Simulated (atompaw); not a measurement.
**Before and after: PAW (atompaw) potential for In (Z = 49)**

indium (In), PAW, made with atompaw 4.2.0.5 (PBEsol, scalar-relativistic). Core [Kr], reference 4d10 5s2 5p1. Waves: 5s (bound): rc 2.10 bohr; 5s channel at -0.1 Ry: rc 3.00 bohr; 5p (bound): rc 3.00 bohr; 5p channel at 0.2 Ry: rc 3.00 bohr; 4d (bound): rc 1.95 bohr; 4d channel at -0.95 Ry: rc 1.95 bohr. Local part: troulliermartins scheme with l = 3 at -0.5 Ry, radius 2.70 bohr. Core correction: smooth core density matched at 1.90 bohr. Augmentation charge: gaussian compensation charge, radius 2.75 bohr; PAW radius 3.00 bohr; waves and projectors: custom rrkj gramschmidtortho.

All-electron outer shells of the reference configuration (PBEsol, scalar-relativistic, ld1.x):

| shell | level (eV) | outermost node (bohr) | outermost maximum (bohr) |
| --- | --- | --- | --- |
| 4s | -119.51 | 0.41 | 0.77 |
| 4p | -78.02 | 0.42 | 0.82 |
| 4d | -18.59 | 0.40 | 0.94 |
| 5s | -8.25 | 1.02 | 2.16 |
| 5p | -2.52 | 1.14 | 2.85 |

Change: all radii scaled by about 1.24 (s 2.60, p 3.72, d 2.42 bohr); local potential troulliermartins scheme with l = 3 at -0.5 Ry, radius 3.34 bohr; augmentation gaussian compensation charge, radius 3.40 bohr; PAW radius 3.72 bohr; waves and projectors: custom rrkj gramschmidtortho; core correction smooth core density matched at 2.36 bohr.

Cutoffs: the cutoffs (Ry, on a coarse ladder) from which the occupation-weighted sum of valence levels, in a spherical-Bessel basis at the reference potential, stays within 10 and 1 mRy of its value at 400 Ry; they do not see the model core or the augmentation charge, which bear on the density cutoff.

Q: What does the change do?

A: The potential gets softer (30 Ry and 50 Ry → 18 Ry and 30 Ry); the bound ghost in s disappears. A larger radius leaves more room for a smooth pseudo-wave, so fewer plane waves are needed.

| quantity | base | changed |
| --- | --- | --- |
| cutoff, loose | 30 Ry | 18 Ry |
| cutoff, tight | 50 Ry | 30 Ry |
| loose cutoff by channel (10 mRy a level) | s 6 Ry, p 6 Ry, d 25 Ry | s 6 Ry, p 6 Ry, d 12 Ry |
| bound ghosts | s | none |
| lowest overlap eigenvalue by channel | s 0.01, p 0.57, d 1.00 | s 0.15, p 0.71, d 0.11 |

 A true bound ghost makes a file unfit for plane-wave use even where its test errors are small: the radial tests pick states by their node count and pass the ghost by. The cutoffs see the waves, projectors and local potential, not the compensation charge or the core.
